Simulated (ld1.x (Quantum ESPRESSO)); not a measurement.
## Ranking TM potentials for Mg (Z = 12)

All share these settings but for the change named:

magnesium (Mg), norm-conserving Troullier–Martins (Kleinman–Bylander form), made with ld1.x (Quantum ESPRESSO) 7.5 (LDA (PZ), scalar-relativistic). Core [Ne], reference 3s2 3p0. Waves: 3s (bound): rc 2.55 bohr; 3p (bound, empty): rc 3.80 bohr; 3d channel at 0.2 Ry: rc 3.85 bohr. Local part: all-electron potential smoothed inside 3.40 bohr (lloc = -2). Core correction: none.

Test errors are all-electron minus pseudo excitation energies from the reference, over 3s1 3p0; 3s1.5 3p0; 3s1 3p1; 3s0 3p2; 3s0 3p1. None of these files shows a bound ghost.

The base gives 108.2 meV.

Of 10 variants that were run, those that failed, showed a ghost or another fault, or gave nearly equal values are left out.

A variant can come out equal or close to the base, since the largest error may sit in a test that the change hardly touches while other tests move.

Rank these variants by their largest absolute test error, smallest first.
A. wave 3d channel at 0.2 Ry: rc 3.85 bohr becomes 3d channel at 0.2 Ry: rc 2.90 bohr
B. wave 3s (bound): rc 2.55 bohr becomes 3s (bound): rc 3.76 bohr
C. all radii scaled by about 1.31 (s 3.34, p 4.98, d 5.06 bohr); local potential all-electron potential smoothed inside 4.46 bohr (lloc = -2)

B (35.4 meV), C (56.6 meV), A (108.2 meV).
